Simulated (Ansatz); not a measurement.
Ansatz (an electronic-structure program) input for C₃H₉InS₂, SMILES [S](C)[In]([S]C)[CH3], CAM-B3LYP/def2-SVPD. Geometry optimised at B3LYP-D3(BJ)/def2-SVP. The def2 effective core potentials stand for the cores of In; spin–orbit coupling is left out. Other conformers were not sampled.

Ansatz 0.2 input:
```yaml
crystal:
  periodic: [false, false, false]
  atoms:
    - {symbol: In, position_ang: [0.19610905, 0.39093086, 0.29151332]}
    - {symbol: C, position_ang: [0.46672466, 2.43787634, 0.96766137]}
    - {symbol: H, position_ang: [1.11522638, 2.45722235, 1.85390895]}
    - {symbol: H, position_ang: [-0.51302435, 2.87165005, 1.21423794]}
    - {symbol: H, position_ang: [0.92736294, 3.02542553, 0.16021993]}
    - {symbol: S, position_ang: [-1.31727296, -0.23712645, -1.50729252]}
    - {symbol: C, position_ang: [-2.01887276, 1.39731061, -1.99009646]}
    - {symbol: H, position_ang: [-2.55579677, 1.87424849, -1.15804873]}
    - {symbol: H, position_ang: [-2.73558891, 1.20880521, -2.80199312]}
    - {symbol: H, position_ang: [-1.24337062, 2.08052993, -2.36401207]}
    - {symbol: S, position_ang: [1.31150748, -1.56808885, 1.16974755]}
    - {symbol: C, position_ang: [0.57892611, -2.88376858, 0.10684594]}
    - {symbol: H, position_ang: [-0.51100795, -2.94183085, 0.23112135]}
    - {symbol: H, position_ang: [1.02523242, -3.83512472, 0.42876644]}
    - {symbol: H, position_ang: [0.81320285, -2.72160405, -0.95409904]}
basis:
  gaussian:
    orbitals: def2-SVPD
hamiltonian:
  xc: {name: CAM-B3LYP}
```

It prints:

```
WARN ansatz: RAYON_NUM_THREADS=2 ignored (pool sized by the plan → 2); use --threads N
Functional definition: CAM-B3LYP
integrals: 0.29 GiB planned
2017 factors; their error is unknown
integrals: 0.31 GiB planned
816 factors; integrals over basis functions are off by at most 1.7e-5 eV
mean field: 2.49 GiB planned
mean field evaluation 1: about -30085.8064 eV, gradient 5.3e1 eV
mean field evaluation 2: about -30086.2697 eV, gradient 5.1e1 eV
mean field evaluation 4: about -30092.8670 eV, gradient 1.2e0 eV
mean field evaluation 8: about -30092.8708 eV, gradient 3.1e-2 eV
mean field evaluation 16: about -30093.0139 eV, gradient 7.7e-5 eV
mean field -30093.01394826 eV, -1105.8978648212 hartree, gradient 7.7e-5 eV, S^2 0.000000; 0 other end points of the search recorded, 0 dependent functions left out
reference -30093.01412734 eV, -1105.8978714023 hartree; 40, 40 occupied and 178, 178 virtual orbitals, 2017 factors
Total energy: -30093.01412734 eV, -1105.8978714023 hartree
```

The run converged.
